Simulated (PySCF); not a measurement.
A structure optimised at PBE-D3(BJ)/def2-SVP, used in a PySCF frequency run:

```xyz
9

C      1.2076    -0.0542     0.0000
C      0.4230    -1.1889     0.0000
C     -0.9293    -0.6939     0.0000
C     -0.8904     0.6954     0.0000
N      0.4456     1.0743     0.0000
H      0.7498    -2.2335     0.0000
H     -1.8369    -1.3099     0.0000
H     -1.6920     1.4420     0.0000
H      0.7945     2.0314     0.0000
```
Charge 0, spin multiplicity 2.

Write its SMILES, formula and point group.

[c]1ccc[nH]1, C4H4N, Cs

What are its rotational constants (standard atomic weights)?

10.154, 8.7461, 4.6989 GHz
